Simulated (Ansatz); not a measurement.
A run for Ansatz (a quantum-chemistry and plane-wave program): U-CCSD(T)/cc-pVTZ on GaH3Se (SMILES [GaH2][SeH]), a point of a bond scan (R = 4.996 Å). The run froze 28 orbitals, filled d shells among them.

Ansatz 0.2 input:
```yaml
crystal:
  periodic: [false, false, false]
  atoms:
    - {symbol: Ga, position_ang: [0.27485932, 0.01121965, -1.15295017]}
    - {symbol: H, position_ang: [-3.17671034, -1.86794080, -4.23764505]}
    - {symbol: H, position_ang: [1.66169621, 0.60371444, -1.55587958]}
    - {symbol: Se, position_ang: [-0.30399105, -0.02839877, 1.11359069]}
    - {symbol: H, position_ang: [0.95711690, 0.59005271, 1.55216865]}
basis:
  gaussian:
    orbitals: cc-pVTZ
correlation: {method: ccsd_t, electrons: outside_noble_gas}
scf: {omitted_lower_state_checks: [cluster_reference]}
magnetization: {spin_polarized: true, initial_magnetization: 0}
```

The log:

```
WARN ansatz: RAYON_NUM_THREADS=1 ignored (pool sized by the plan → 1); use --threads N
Functional definition: HF
these checks for a lower state are left out or cut short: cluster_reference
integrals: 0.35 GiB planned
783 factors; integrals over basis functions are off by at most 1.4e-3 eV
mean field: 0.59 GiB planned
mean field evaluation 1: about -117677.7021 eV, gradient 1.3e1 eV
mean field evaluation 2: about -117677.7035 eV, gradient 1.3e1 eV
mean field evaluation 4: about -117679.7077 eV, gradient 7.8e0 eV
mean field evaluation 8: about -117681.2054 eV, gradient 2.0e-1 eV
mean field evaluation 16: about -117681.2062 eV, gradient 6.8e-4 eV
mean field evaluation 32: about -117685.0686 eV, gradient 1.6e-6 eV
mean field evaluation 64: about -117685.0592 eV, gradient 1.0e0 eV
mean field evaluation 96: about -117681.2054 eV, gradient 2.1e-1 eV
mean field -117685.06859286 eV, -4324.8465009832 hartree, gradient 4.9e-6 eV, S^2 1.005400; 7 other end points of the search recorded, 0 dependent functions left out
28 core orbitals not correlated
reference -117685.06859286 eV, -4324.8465009832 hartree; 6, 6 occupied and 94, 94 virtual orbitals, 783 factors
second order -5.78299005 eV of doubles, -0.00000000 eV of singles
coupled cluster: 0.56 GiB planned
cycle   1  -6.32429658 eV  change   -5.4e-1 eV  update   6.5e-2
cycle   2  -6.54120604 eV  change   -2.2e-1 eV  update   2.3e-2
cycle   3  -6.56851076 eV  change   -2.7e-2 eV  update   1.0e-2
cycle   4  -6.56595679 eV  change    2.6e-3 eV  update   4.0e-3
cycle   5  -6.56545219 eV  change    5.0e-4 eV  update   1.5e-3
cycle   6  -6.56544933 eV  change    2.9e-6 eV  update   5.5e-4
cycle   7  -6.56555083 eV  change   -1.0e-4 eV  update   2.1e-4
cycle   8  -6.56558682 eV  change   -3.6e-5 eV  update   1.2e-4
cycle   9  -6.56557185 eV  change    1.5e-5 eV  update   9.3e-5
cycle  10  -6.56557490 eV  change   -3.0e-6 eV  update   8.3e-5
cycle  11  -6.56559554 eV  change   -2.1e-5 eV  update   7.5e-5
cycle  12  -6.56560495 eV  change   -9.4e-6 eV  update   6.0e-5
cycle  13  -6.56559377 eV  change    1.1e-5 eV  update   3.7e-5
cycle  14  -6.56558013 eV  change    1.4e-5 eV  update   1.5e-5
cycle  15  -6.56557989 eV  change    2.3e-7 eV  update   6.4e-6
coupled cluster: 0.56 GiB planned
perturbative correction -0.26581799 eV, -0.0097686308 hartree
Total energy: -117691.89999074 eV, -4325.0975502247 hartree
Checks for a lower state left out: cluster_reference
```

The run converged. Its determinant has ⟨S²⟩ = 1.01, a mixture of spin states.

Cost: about 27 core-seconds (a rough figure).
